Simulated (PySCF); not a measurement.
Low-lying terms of Te(4+) (tellurium, charge +4)

Ground state [Kr] 4d10 5s2, ¹S. All numbers are calculated (PySCF 2.14, scalar relativity through the core potential, in def2-TZVPPD with one added diffuse shell each of s, p, d, f type with the def2 core potential (28 electrons) (8s7p5d3f, 75 functions)). Vertical excitation energies in eV without spin-orbit coupling; excited terms of each kind are numbered among those the solver found. Frozen: 4s2 4p6.

```
 term  leading excitation  EOM-EE-CCSD
1 3P°              5s → p       10.129
1 1P°              5s → p       13.973
 1 3D              5s → d       26.677
 1 1D              5s → d       29.144
 1 3S              5s → s       29.660
 1 1S              5s → s       30.423
2 3P°              5s → p       34.143
2 1P°              5s → p       34.378
1 3F°              5s → f       34.997
1 1F°              5s → f       35.301
 2 3D              5s → d       40.310
 2 1D              5s → d       40.509
```

Doubly excited terms such as np² are absent. The solver can miss terms.
